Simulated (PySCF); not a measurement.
GaF, SMILES [Ga][F] (connectivity only; charge and spin as stated), neutral, multiplicity 1.

Geometry optimised at B3LYP-D3(BJ)/def2-TZVPD.

Two levels are set side by side: TDA-PBE/def2-TZVPD (PySCF) and ADC(2)/aug-cc-pVDZ (PySCF). Vertical, same geometry; the bases differ. Differences are taken from unrounded values.

| quantity | ADC(2) |
|---|---|
| lowest singlet excitation (eV) | 5.51 |

What does TDA-PBE give, and how far is it from ADC(2)? (An estimate is asked for; the answer gives what the named calculation found.)


```csv
quantity,TDA-PBE,TDA-PBE minus ADC(2)
lowest singlet excitation (eV),5.65,0.13
```

Rough cost on one machine, each run with all the roots and properties that it gave: ADC(2) against TDA-PBE about 2 times.
